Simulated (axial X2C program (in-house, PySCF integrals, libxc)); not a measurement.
**Nuclear properties of OTeO⁺**

Calculated with an in-house all-electron X2C program for linear molecules (integrals from PySCF): two-component X2C with atomic mean-field Coulomb and Gaunt terms, Gaussian nuclei, basis O dyall-av3z, Te dyall-v3z with contracted cores.

O–Te–O held linear, with bonds 1.810 and 1.810 Å (near the PBE0 minimum at charge 1 of the determinant lowest at the starting distance; the state shown can have its own minimum elsewhere, held linear; other orders of the atoms were not compared).

Determinant lowest in the PBE0 search, Ω = 1/2 (⟨Sz⟩ = 0.50, ⟨Lz⟩ = 0.00 at PBE0), spin on the atoms O 0.22, Te 0.07, O 0.22:

| level | A∥/gI O (MHz) | qzz O (a.u.) | A∥/gI Te (MHz) | qzz Te (a.u.) |
| --- | --- | --- | --- | --- |
| PBE0 | 163 | 0.73 | 2870 | -5.20 |
| HF | 192 | -0.44 | -3470 | -2.99 |
| LDA | 161 | 0.62 | 3270 | -3.41 |

A∥ (defined per Ω) follows by multiplying with gI = μI/(I μN); qzz is the electric field gradient, eQq0 = 234.96 MHz × Q/barn × qzz. The operators were transformed with the bare-nucleus X2C matrices; with these basis sets, hyperfine constants and field gradients can be off by tens of per cent, and where levels differ in sign neither size nor sign is settled.

Question: With gI(17O) = -0.7575 (g factors from the IAEA table of nuclear moments by Stone), turn the PBE0 values of the first state into constants in MHz.

Answer: A∥(17O) = 163 × -0.7575 = -123 MHz.

The molecule was held linear; bending was not examined, so a bent shape may lie lower.

Each state is one determinant with collinear spin. Unrestricted Hartree–Fock can overshoot spin polarisation at the nuclei. The search compared states at one distance, so a state with another bond length can lie lower. Further determinants of the search, some of them spin-mixed, are not shown.
